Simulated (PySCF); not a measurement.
Ge(F)(Cl)(OH)2, SMILES [Cl][Ge]([F])([OH])[OH], B3LYP/def2-SVP optimised geometry.

```
7

O     -1.54    -1.59    -1.41
Ge    -0.82    -0.83     0.00
O     -1.38    -1.65     1.44
F     -1.32     0.83     0.00
Cl     1.32    -0.83     0.00
H     -1.44    -1.08    -2.22
H     -2.29    -1.95     1.35
```

Density from B3LYP/def2-TZVP run with PySCF at that geometry.

Minimum of the electron density along straight lines between bonded atoms, close to the bond critical point (lines longer than 1.1 times the sum of covalent radii, or with two minima, are not listed):

| bond | length / Å | ρ at the minimum / e bohr⁻³ | ∇²ρ there / e bohr⁻⁵ | position (fraction from the first atom) |
|---|---|---|---|---|
| O1–Ge2 | 1.758 | 0.151 | 0.67 | 0.52 |
| Ge2–O3 | 1.749 | 0.155 | 0.70 | 0.48 |
| Ge2–F4 | 1.734 | 0.144 | 0.80 | 0.48 |
| Ge2–Cl5 | 2.135 | 0.110 | 0.16 | 0.43 |
| O1–H6 | 0.968 | 0.350 | -2.33 | 0.80 |
| O3–H7 | 0.969 | 0.349 | -2.33 | 0.80 |
